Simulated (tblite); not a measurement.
Species: C₇H₁₀P₂.
Bonds: C1–C2, C2–C3, C2–C4, C4–C5 (aromatic), C5–P6 (aromatic), P6–C7 (aromatic), C7–P8 (aromatic), P8–C9 (aromatic), C4–C9 (aromatic). Hydrogens: H10, H11, H12 on C1; H13 on C2; H14, H15, H16 on C3; H17 on C5; H18 on C7; H19 on C9.

Computed with GFN2-xTB (tblite), gas phase: L-BFGS steps from a force-field or distance-geometry start until the largest atomic force falls under 0.01 eV/Å.

Step 6: E = -682.0687 eV
```
atom  x, y, z in Å  |  force x, y, z in eV/Å
C1     -1.7166   -0.6908    1.1520   -0.188  -0.086   0.131
C2     -1.1493    0.0247   -0.0657    0.444  -0.223   0.000
C3     -1.4078    1.5270   -0.0058    0.027   0.052   0.021
C4      0.3221   -0.3003   -0.2144    0.540  -0.267   0.032
C5      1.2247    0.0374    0.7813   -0.081   0.553   0.177
P6      2.9504    0.1767    0.7410   -0.122  -0.165  -0.468
C7      3.2977   -0.3661   -0.8679    0.356   0.358  -0.231
P8      2.3178   -1.2140   -2.0163    0.108   0.269   0.421
C9      0.7434   -1.0254   -1.3175   -0.181   0.226  -0.497
H10    -2.7898   -0.5372    1.1759   -0.158  -0.015   0.119
H11    -1.2931   -0.3170    2.0828    0.008   0.019  -0.087
H12    -1.5269   -1.7615    1.0939    0.027   0.026  -0.006
H13    -1.6386   -0.3700   -0.9563   -0.207  -0.028  -0.116
H14    -2.4827    1.7010    0.0088    0.047   0.060   0.008
H15    -0.9856    2.0237   -0.8789   -0.018  -0.024   0.043
H16    -0.9733    1.9720    0.8882   -0.005  -0.045  -0.042
H17     0.8317    0.5229    1.6622   -0.236  -0.063   0.237
H18     4.2787   -0.0584   -1.2458   -0.044  -0.451   0.229
H19    -0.0128   -1.3354   -2.0249   -0.317  -0.197   0.028
```

Step 7: E = -682.1107 eV
```
atom  x, y, z in Å  |  force x, y, z in eV/Å
C1     -1.7198   -0.6918    1.1544   -0.107  -0.054   0.039
C2     -1.1502    0.0205   -0.0651    0.511  -0.216  -0.026
C3     -1.4067    1.5280   -0.0053    0.066  -0.086   0.004
C4      0.3269   -0.3148   -0.2076    0.396  -0.051  -0.082
C5      1.2263    0.0497    0.7854   -0.192   0.458   0.148
P6      2.9518    0.1981    0.7344   -0.161  -0.196  -0.444
C7      3.2966   -0.3599   -0.8703    0.433   0.339  -0.237
P8      2.3179   -1.1962   -2.0288    0.066   0.238   0.443
C9      0.7414   -1.0212   -1.3293   -0.240   0.215  -0.362
H10    -2.7912   -0.5356    1.1760   -0.191  -0.032   0.144
H11    -1.2901   -0.3151    2.0809   -0.020   0.009  -0.070
H12    -1.5236   -1.7605    1.0920   -0.012   0.005   0.026
H13    -1.6399   -0.3705   -0.9614   -0.150  -0.003  -0.007
H14    -2.4817    1.7013    0.0095    0.054   0.055   0.007
H15    -0.9847    2.0239   -0.8790   -0.014  -0.029   0.050
H16    -0.9716    1.9711    0.8891   -0.002  -0.040  -0.042
H17     0.8203    0.5167    1.6774   -0.124  -0.108   0.041
H18     4.2956   -0.0847   -1.2362   -0.171  -0.411   0.239
H19    -0.0271   -1.3498   -2.0235   -0.140  -0.093   0.128
```

Step 8: E = -682.1616 eV
```
atom  x, y, z in Å  |  force x, y, z in eV/Å
C1     -1.7255   -0.6937    1.1572    0.030   0.001  -0.091
C2     -1.1421    0.0106   -0.0652    0.244  -0.116  -0.038
C3     -1.4032    1.5260   -0.0047    0.115  -0.239  -0.012
C4      0.3389   -0.3339   -0.2007    0.076   0.284  -0.195
C5      1.2253    0.0746    0.7924   -0.238   0.168  -0.081
P6      2.9504    0.2243    0.7173   -0.135  -0.101  -0.162
C7      3.3017   -0.3457   -0.8774    0.253   0.218  -0.152
P8      2.3190   -1.1674   -2.0383   -0.013   0.079   0.214
C9      0.7351   -1.0108   -1.3514   -0.167   0.202  -0.029
H10    -2.7973   -0.5341    1.1795   -0.126  -0.051   0.132
H11    -1.2866   -0.3123    2.0771   -0.065  -0.009  -0.038
H12    -1.5196   -1.7595    1.0901   -0.077  -0.037   0.077
H13    -1.6440   -0.3708   -0.9671    0.001   0.021   0.164
H14    -2.4789    1.7026    0.0107    0.097  -0.006   0.005
H15    -0.9837    2.0236   -0.8781    0.005  -0.039   0.043
H16    -0.9693    1.9690    0.8896    0.013  -0.039  -0.033
H17     0.8021    0.5061    1.6993    0.009  -0.106  -0.157
H18     4.3175   -0.1283   -1.2190   -0.098  -0.274   0.159
H19    -0.0497   -1.3713   -2.0191    0.076   0.046   0.194
```

Step 9: E = -682.1773 eV
```
atom  x, y, z in Å  |  force x, y, z in eV/Å
C1     -1.7268   -0.6942    1.1565    0.037  -0.005  -0.080
C2     -1.1357    0.0057   -0.0657    0.020  -0.035  -0.008
C3     -1.4002    1.5217   -0.0046    0.098  -0.191  -0.009
C4      0.3434   -0.3346   -0.2017   -0.099   0.325  -0.183
C5      1.2215    0.0834    0.7922   -0.101   0.093  -0.148
P6      2.9466    0.2333    0.7082   -0.090  -0.044   0.002
C7      3.3063   -0.3392   -0.8812    0.024   0.150  -0.070
P8      2.3181   -1.1545   -2.0385   -0.034  -0.021   0.063
C9      0.7313   -1.0047   -1.3572   -0.021   0.182   0.022
H10    -2.8007   -0.5345    1.1825   -0.041  -0.051   0.096
H11    -1.2865   -0.3115    2.0752   -0.070  -0.013  -0.026
H12    -1.5195   -1.7596    1.0908   -0.092  -0.049   0.086
H13    -1.6448   -0.3706   -0.9661    0.039   0.000   0.160
H14    -2.4763    1.7027    0.0113    0.118  -0.049   0.003
H15    -0.9832    2.0227   -0.8769    0.022  -0.049   0.030
H16    -0.9683    1.9675    0.8890    0.027  -0.049  -0.024
H17     0.7966    0.5004    1.7033    0.009  -0.066  -0.150
H18     4.3235   -0.1475   -1.2105    0.077  -0.192   0.082
H19    -0.0551   -1.3774   -2.0139    0.077   0.065   0.154
```

Problem. Estimate the geometry and energy of step 10. (The exact step hangs on the optimiser's Hessian estimate; all steps are aligned on step 9, rigid shifts and turns removed.)

Solution. E = -682.1908 eV, largest force 0.347 eV/Å
```
atom  x, y, z in Å  |  force x, y, z in eV/Å
C1     -1.7275   -0.6948    1.1546    0.006  -0.032  -0.009
C2     -1.1303    0.0010   -0.0661   -0.184   0.042   0.032
C3     -1.3959    1.5147   -0.0046    0.048  -0.054   0.004
C4      0.3446   -0.3289   -0.2060   -0.163   0.282  -0.121
C5      1.2168    0.0923    0.7887    0.019   0.057  -0.191
P6      2.9407    0.2430    0.6995   -0.011  -0.001   0.130
C7      3.3097   -0.3312   -0.8852   -0.135   0.089  -0.010
P8      2.3158   -1.1414   -2.0389   -0.010  -0.107  -0.067
C9      0.7284   -0.9960   -1.3613    0.088   0.163   0.026
H10    -2.8038   -0.5357    1.1868    0.046  -0.046   0.047
H11    -1.2877   -0.3111    2.0729   -0.061  -0.013  -0.009
H12    -1.5212   -1.7606    1.0930   -0.092  -0.056   0.081
H13    -1.6444   -0.3706   -0.9626    0.028  -0.044   0.084
H14    -2.4713    1.7016    0.0118    0.110  -0.085   0.001
H15    -0.9821    2.0208   -0.8753    0.046  -0.064   0.007
H16    -0.9667    1.9650    0.8879    0.049  -0.065  -0.008
H17     0.7918    0.4933    1.7038   -0.010  -0.011  -0.104
H18     4.3315   -0.1700   -1.2008    0.183  -0.121   0.027
H19    -0.0582   -1.3821   -2.0057    0.043   0.064   0.081
```

The energy changes by -0.0135 eV. The first-order estimate −F·Δx gives -0.0190 eV and the mean of the old and new forces, exact on a quadratic surface, -0.0135 eV. The step makes an angle of 52° with the force vector and moves no atom by more than 0.026 Å.

The cost below is that of the whole relaxation. The run took 0.55 s wall on an Arm Neoverse V2 with one thread, shared host.
